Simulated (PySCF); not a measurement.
## Electron correlation in Bi⁺ (bismuth, charge +1)

[Xe] 4f14 5d10 6s2 6p1 7s1, high-spin 3P determinant (an excited configuration). All numbers are calculated (PySCF 2.14, the spin-free X2C one-electron Hamiltonian (Gaussian nucleus), in x2c-TZVPPall with one added diffuse shell each of s, p, d, f type (12s8p7d4f, 99 functions)). Frozen: [Kr] 4d10 4f14; 22 electrons correlated.

```
  level  correlation energy (mhartree)
   CCSD                        -450.37
    (T)                          -8.86
CCSD(T)                        -459.23
```

Diagnostics: T1 = 0.0087, D1 = 0.0406, largest double amplitude 0.053.

Problem. Is a single reference adequate?

Solution. Yes, within this model without spin-orbit coupling: T1 lies below 0.03 and no double amplitude reaches 0.07.

This basis was not built for core-valence correlation, so the inner-shell part is incomplete.
